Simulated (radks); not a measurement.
Spherical quantum dot in the effective-mass picture: electrons in a well V = -V0 / (1 + exp((r - R)/a)) with V0 = 24.7, R = 2.52, a = 0.11, with a point charge +1 (a donor) at the centre, all in effective atomic units (hartree* = m*/eps^2 hartree, bohr* = eps/m* bohr), one dielectric constant everywhere. Method: non-relativistic Kohn-Sham, exchange-only LDA, spin-polarised, spherical densities; computed with a radial shooting solver with Libxc functionals. Levels are named by radial order and angular momentum (1s, 1p, 1d, 2s, ...), and open shells are averaged over m. Each electron was tried in the lowest free levels, single moves between levels near the top were tried too, and the lowest total energy was kept; such a search can miss a lower state. At N = 1 the Hartree and exchange-correlation terms need not cancel, so that row can carry a self-interaction error.

N,open shells,2S,E (hartree*),mu = E(N) - E(N-1) (hartree*),addition energy mu(N+1) - mu(N) (hartree*),e(HOMO) (hartree*),rms radius (bohr*)
1,"1s(up 1, down 0)",1,-24.9647,-24.965,0.8409,-24.652,1.130
2,none,0,-49.0885,-24.124,1.534,-23.850,1.206
3,"1p(up 1, down 0)",1,-71.6781,-22.590,0.5073,-22.341,1.347
4,"1p(up 2, down 0)",2,-93.7604,-22.082,0.5235,-21.822,1.421
5,"1p(up 3, down 0)",3,-115.319,-21.559,0.7179,-21.295,1.469
6,"1p(up 3, down 1)",2,-136.160,-20.841,0.4846,-20.603,1.506
7,"1p(up 3, down 2)",1,-156.516,-20.356,0.5023,-20.107,1.536
8,none,0,-176.370,-19.854,1.420,-19.600,1.560
9,"1d(up 1, down 0)",1,-194.804,-18.434,0.4816,-18.193,1.592
10,"1d(up 2, down 0)",2,-212.756,-17.952,0.4850,-17.710,1.617
11,"1d(up 3, down 0)",3,-230.223,-17.467,0.4867,-17.224,1.639
12,"1d(up 4, down 0)",4,-247.203,-16.980,0.4875,-16.737,1.658
13,"1d(up 5, down 0)",5,-263.696,-16.493,0.6542,-16.249,1.675
14,"1d(up 5, down 1)",4,-279.534,-15.839,0.4700,-15.604,1.691
15,"1d(up 5, down 2)",3,-294.903,-15.369,0.4737,-15.132,1.704
16,"1d(up 5, down 3)",2,-309.798,-14.895,0.4758,-14.657,1.717
17,"1d(up 5, down 4)",1,-324.217,-14.419,0.4770,-14.181,1.728
18,none,0,-338.159,-13.942,1.007,-13.703,1.739
19,"2s(up 1, down 0)",1,-351.093,-12.935,0.7746,-12.625,1.736
20,none,0,-363.254,-12.160,0.7298,-11.851,1.731
21,"1f(up 1, down 0)",1,-374.684,-11.430,0.4630,-11.199,1.743
22,"1f(up 2, down 0)",2,-385.651,-10.967,0.4635,-10.736,1.754
23,"1f(up 3, down 0)",3,-396.155,-10.504,0.4639,-10.272,1.765
24,"1f(up 4, down 0)",4,-406.195,-10.040,0.4640,-9.8080,1.775
25,"1f(up 5, down 0)",5,-415.771,-9.5760,-,-9.3440,1.784

All shells are closed at N = 2, 8, 18, 20 (there: 1s2 1p6 1d10 2s2); the second difference of the energy has clear peaks (12 % above both neighbours; the first and last values, which can be the largest, are not judged, and half-filled shells can peak too) at N = 2, 5, 8, 13, 18.
